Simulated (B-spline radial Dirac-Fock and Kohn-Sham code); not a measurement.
**Photoionisation of iron ions at Ga Kα (9251.7 eV)**

Method: Dirac-Hartree-Slater photoionisation with all multipoles and Dirac-Fock thresholds. Computed with a radial finite-basis atomic code. Cross sections in kb; a dash marks an empty subshell or a threshold above the photon energy.

```tsv
ion	configuration	total	2p1/2	2p3/2	3p1/2	3d3/2	3d5/2
Fe	[Ar] 3d6 4s2	19.54	0.262	0.484	0.0338	0.000581	0.000832
Fe⁵⁺	[Ar] 3d3	19.56	0.262	0.484	0.0378	0.000428	0.000615
Fe¹⁸⁺	[He] 2s2 2p4	19.47	0.200	0.371	–	–	–
```
